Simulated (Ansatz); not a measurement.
Relaxation of BCl₂FH₂ (6 atoms, charge 0, multiplicity 1), to a largest force component of 0.03 eV/Å in at most 50 steps.

Theory: RKS PBE/def2-SVP (Ansatz 0.2.0).

```xyz
6
Properties=species:S:1:pos:R:3:forces:R:3
B 0.113 -0.447 -0.433 -0.03 0.28 -0.21
Cl 0.118 0.029 2.593 0.01 -0.80 -0.43
Cl 1.600 0.314 -0.954 0.03 0.02 -0.02
F -1.048 0.136 -0.684 0.01 -0.01 0.01
H 0.136 -1.543 0.063 0.00 -0.31 0.07
H 0.141 -1.097 1.871 -0.02 0.82 0.59
```

**Question.** Where does it end, and by what steps?

**Answer.** It converged. After 12 steps the energy has fallen by 0.067 eV; H6 moved furthest, 0.72 Å.

```csv
step,energy less start (eV),largest force component (eV/Å),accepted
0,0.0000,0.824,yes
1,-0.0234,0.457,yes
2,-0.0153,0.650,no
3,-0.0370,0.412,yes
4,-0.0465,0.302,yes
5,-0.0595,0.062,yes
6,-0.0619,0.156,yes
7,-0.0504,0.929,no
8,-0.0646,0.106,yes
9,-0.0659,0.206,yes
10,-0.0669,0.109,yes
11,-0.0444,0.568,no
12,-0.0673,0.021,yes
```

```xyz
6
Properties=species:S:1:pos:R:3
B 0.115 -0.435 -0.614
Cl 0.111 0.070 2.576
Cl 1.605 0.375 -1.072
F -1.037 0.194 -0.783
H 0.131 -1.584 -0.231
H 0.135 -1.226 2.580
```

Run time: 23 s on 1 thread of Arm Neoverse V2, on a shared host, peak memory 0.14 GiB.
